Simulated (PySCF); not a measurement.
2-(disilanyl)ethanol (C2H10OSi2), SMILES OCC[SiH2][SiH3]. Atoms are numbered in the order given.

```xyz
15

O     -2.9872    -0.7876    -0.0884
C     -1.7739    -0.0904    -0.2727
C     -0.8819    -0.0931     0.9690
Si     0.8102     0.7433     0.7429
Si     2.0165    -0.2605    -1.0102
H     -3.4695    -0.3593     0.6312
H     -1.2619    -0.5979    -1.1072
H     -1.9512     0.9541    -0.6046
H     -1.3970     0.4187     1.8034
H     -0.7169    -1.1348     1.2944
H      0.6280     2.1969     0.4411
H      1.5895     0.6318     2.0126
H      2.1219    -1.7331    -0.7791
H      1.3229    -0.0412    -2.3150
H      3.3941     0.3077    -1.1058
```

Geometry optimised at B3LYP-D3(BJ)/def2-SVP. The values are those of a single conformer.

All values below come from TDDFT-PBE/def2-SVPD (PySCF).

Vertical excitations. Gas-phase values at a fixed geometry.

```csv
state,energy (eV),λ (nm),f,main pairs
S1,5.70,218,0.015,HOMO→LUMO 99 %
S2,6.00,207,0.001,HOMO→LUMO+1 99 %
S3,6.21,200,0.000,HOMO→LUMO+2 96 %
S4,6.27,198,0.009,HOMO→LUMO+3 95 %
S5,6.48,191,0.022,"HOMO−1→LUMO 65 %, HOMO→LUMO+4 28 %"
S6,6.51,191,0.008,"HOMO→LUMO+4 70 %, HOMO−1→LUMO 26 %"
S7,6.85,181,0.003,HOMO→LUMO+5 91 %
S8,6.92,179,0.006,"HOMO−1→LUMO+3 53 %, HOMO−1→LUMO+1 35 %"
S9,6.95,178,0.027,"HOMO−1→LUMO+1 46 %, HOMO−1→LUMO+3 27 %, HOMO−1→LUMO+2 16 %"
S10,6.98,178,0.022,HOMO−2→LUMO 83 %
T1,5.57,222,0,HOMO→LUMO 98 %
T2,5.89,210,0,HOMO−1→LUMO 93 %
T3,5.94,209,0,HOMO→LUMO+1 95 %
T4,6.11,203,0,HOMO−1→LUMO+1 94 %
```
Triplets are in the Tamm–Dancoff approximation, which puts them higher than full response would, so one can lie above its singlet here.
